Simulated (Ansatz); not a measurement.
Basis-set extrapolation for C$_{2}$H$_{5}$ClOSi (`C=C(Cl)O[SiH3]`) (PBE0-D4/def2-TZVP geometry, frozen core, Ansatz 0.2.0). Multiplicity 1, RHF reference.

|  | def2-TZVPP | def2-QZVPP |
| --- | --- | --- |
| HF | -902.034644 | -902.063768 |
| MP2 correlation | -0.869643 | -0.938302 |
| CCSD(T) correlation | -0.955033 | not run |

Energies in hartree. Use E(X) = E(∞) + A·exp(−7.88·√X) for Hartree–Fock and E(X) = E(∞) + B·X^(−2.97) for correlation, with X = 3 and 4, and add CCSD(T) minus MP2 of the smaller set to the MP2 limit.

**Question.** What is the CCSD(T) energy at the basis-set limit?

**Answer.** HF limit: -902.063768 + (-0.029124) × 0.13774 = -902.06778. MP2 limit: -0.938302 + (-0.068659) × 0.74074 = -0.98916. Higher-order term: -0.955033 − (-0.869643) = -0.08539. Total: -903.14233 hartree, 4.15 eV below CCSD(T)/def2-TZVPP.
